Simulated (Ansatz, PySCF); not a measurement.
HgCl, SMILES [Cl][Hg+], charge +1.

Coordinates come from a B3LYP-D3(BJ)/def2-TZVPD optimisation. The spin state was assumed, not searched. The def2 effective core potentials stand for the cores of Hg; spin–orbit coupling is left out.

Vertical ionisation energy (IE) and electron affinity (EA) in eV. Rows of orbital energies are one-electron estimates. Where ΔSCF, EOM or ADC give a negative EA the extra electron is unbound and the value depends on the basis.

```csv
level,IE,EA
"−ε(HOMO), −ε(LUMO), B3LYP/def2-TZVPD (PySCF)",14.92,11.91
"−ε(HOMO), −ε(LUMO), HF/def2-TZVPD (PySCF)",17.87,8.01
"−ε(HOMO), −ε(LUMO), PBE/def2-TZVPD (PySCF)",?,?
"ΔSCF, ωB97X-V/def2-TZVPD (Ansatz), final states of multiplicity 2 and 2",17.40,9.20
"ΔSCF, PBE/def2-TZVPD (Ansatz), final states of multiplicity 2 and 2",17.75,9.26
```

Fill in the missing entries. (Estimate from the structure and the level; the computed values follow.)


- −ε(HOMO), −ε(LUMO), PBE/def2-TZVPD (PySCF), IE: 13.85
- −ε(HOMO), −ε(LUMO), PBE/def2-TZVPD (PySCF), EA: 12.53

What vertical singlet–triplet gap does ΔSCF give with ωB97X-V/def2-TZVPD (Ansatz, a program for electronic structure) and with PBE/def2-TZVPD (Ansatz)? (Estimate from the structure and the level; the computed values follow.)

1.80 and 1.80 eV (triplet above singlet where positive).
